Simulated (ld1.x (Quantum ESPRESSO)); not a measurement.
## Ranking TM potentials for nitrogen (N)

All share these settings but for the change named:

N, norm-conserving Troullier–Martins (Kleinman–Bylander form), made with ld1.x (Quantum ESPRESSO) 7.5 (PBEsol, scalar-relativistic). Core [He], reference 2s2 2p3. Waves: 2p (bound): rc 1.25 bohr; 2s (bound): rc 0.95 bohr. Local part: the s channel. Core correction: Bessel-smoothed model core, default radius (core density twice the valence density).

Test errors are all-electron minus pseudo excitation energies from the reference, over 2s2 2p2; 2s2 2p1; 2s2 2p0; 2s1 2p0; 2s1 2p3; 2s1 2p4; 2s0 2p5. None of these files shows a bound ghost.

The base gives 498.9 meV.

Of 6 variants that were run, those that failed, showed a ghost or another fault, or gave nearly equal values are left out.

Question: Rank these variants by their largest absolute test error, smallest first.
A. wave 2p (bound): rc 1.25 bohr becomes 2p (bound): rc 1.06 bohr
B. wave 2p (bound): rc 1.25 bohr becomes 2p (bound): rc 1.88 bohr
C. wave 2p (bound): rc 1.25 bohr becomes 2p (bound): rc 0.84 bohr
D. wave 2p (bound): rc 1.25 bohr becomes 2p (bound): rc 1.48 bohr
E. wave 2p (bound): rc 1.25 bohr becomes 2p (bound): rc 1.62 bohr

Answer: C (139.1 meV), A (275.6 meV), D (920.6 meV), E (1201.6 meV), B (2040.7 meV).
